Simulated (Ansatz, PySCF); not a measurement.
Gas-phase reaction in SMILES: OO (H2O2) → 2 [OH] (HO) (the O-O bond at the site shown breaks; other sites are not compared here)
Each molecule is optimised on its own at B3LYP-D3(BJ)/def2-TZVP (Ansatz, a quantum-chemistry and plane-wave program), one conformer each, not searched for the lowest.
Geometry of the first species:
SMILES: OO
```xyz
4

O      0.0155     0.7238    -0.0702
O     -0.0112    -0.7261    -0.0419
H      0.8057     0.8967     0.4614
H     -0.8394    -0.8786     0.4355
```

Property: bond dissociation energy (0 K, with B3LYP-D3(BJ) harmonic zero-point energies from PySCF), in kcal/mol. Correlated levels leave the core frozen unless marked. Open shells are spin-unrestricted. No spin-orbit coupling. Non-relativistic. Basis-set limits of correlation are two-point, X^-3; Hartree-Fock from the larger set.

CCSD(T)/CBS(def2-TZVPPD,def2-QZVPPD) (Ansatz) gives 48.3 kcal/mol.

Another calculation gave 45.4 kcal/mol. Which level was it?
(A) BHLYP/def2-TZVPD (Ansatz)
(B) revPBE/def2-TZVPD (Ansatz)
(C) PBE/def2-TZVPD (Ansatz)
(D) B2PLYP/def2-TZVPD (Ansatz)

D, B2PLYP/def2-TZVPD (Ansatz). The others give 49.2 (revPBE), 31.3 (BHLYP), 56.1 (PBE) kcal/mol.
